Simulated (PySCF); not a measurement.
**How methods differ on the excitation energy of N**

N [He] 2s2 2p3 (4S) → N [He] 2s1 2p4 (4P), as a difference of total energies. Computed with PySCF 2.14 in dyall-acv3z, with no relativity, point nucleus. Correlated levels: valence and next inner shell: nothing frozen; virtual orbitals above 40 to 60 times the deepest correlated orbital energy dropped. The calculations carry no spin-orbit coupling.

```
                                method  excitation energy (eV)
                                   UHF                  10.870
    MP2 (valence and next inner shell)                  11.041
SCS-MP2 (valence and next inner shell)                  11.071
   CCSD (valence and next inner shell)                  10.878
CCSD(T) (valence and next inner shell)                  10.814
```

**Question.** How much does correlation contribute at CCSD(T) (valence and next inner shell)?

**Answer.** 10.814 − (10.870) = -0.056 eV, measured against UHF.

Errors of the correlated levels include the incompleteness of this basis.

For comparison: 10.927 eV (measured; NIST levels, between the centres of gravity of the two terms).
